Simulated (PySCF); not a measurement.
C2H11BNPSi: core ionisation energies

C₂H₁₁BNPSi.
Bonds: B1–P2, P2–Si3, Si3–N4, N4–C5, N4–C6. Hydrogens: H7, H8 on B1; H9 on P2; H10, H11 on Si3; H12, H13, H14 on C5; H15, H16, H17 on C6.

Method used: delta-SCF UKS SCAN, pcX-2 on the ionised atom, pcseg-1 elsewhere, spin-free X2C in PySCF. These are vertical core ionisation energies against the vacuum level, from separate self-consistent calculations with and without the core hole.

Problem. What binding energy does each computed site have?

Solution. 
```tsv
atom(s)	environment	level	binding energy (eV)	2p1/2 (eV)	count
P2	three-coordinate phosphorus	P 1s	2149.14	–	1
Si3	SiH2 silicon	Si 1s	1846.69	–	1
N4	silicon-bound nitrogen	N 1s	404.37	–	1
C5/C6	N-methyl carbon	C 1s	291.59	–	2
P2	three-coordinate phosphorus	P 2p3/2	135.70	136.59	1
Si3	SiH2 silicon	Si 2p3/2	106.81	107.44	1
```

Problem. Give the binding energy of N 1s of N4 in hartree and in kJ/mol.

Solution. 404.37 eV = 14.8603 Eh = 39016 kJ/mol.

Problem. Which photon energy gives electrons from N 1s of N4 a kinetic energy of 100 eV, and what is their de Broglie wavelength?

Solution. hν = 404.37 + 100 = 504.37 eV, recoil neglected; λ = 12.264 Å/√(E/eV) = 1.23 Å.

Topologically equivalent atoms share the value of their first member; where this conformer doesn't relate them by symmetry, their own values could differ. Not every level is listed. The 2p values aren't plain energy differences: one relaxed spin-free 2p hole is combined with a matrix within the shell (ground-state 2p orbital-energy differences and spin–orbit coupling). 2p3/2, the mean of its two sublevels, lies a third of the splitting below the shell's mean and 2p1/2 two thirds above it; the statistical areas are 2:1. 2p1/2 minus 2p3/2 (ligand field included): P 0.89 eV, Si 0.62 eV. No level of boron is listed. Geometry: PBE0-D3(BJ)/def2-SVP, one conformer, isolated molecule.

The run took 85 s wall on one thread, Arm Neoverse V1, on a shared host.

Shape of the structure used: `[BH2:1][PH:2][SiH2:3][N:4]([CH3:5])[CH3:6]`: B1–P2–Si3–N4 174°, P2–Si3–N4–C5 141°.
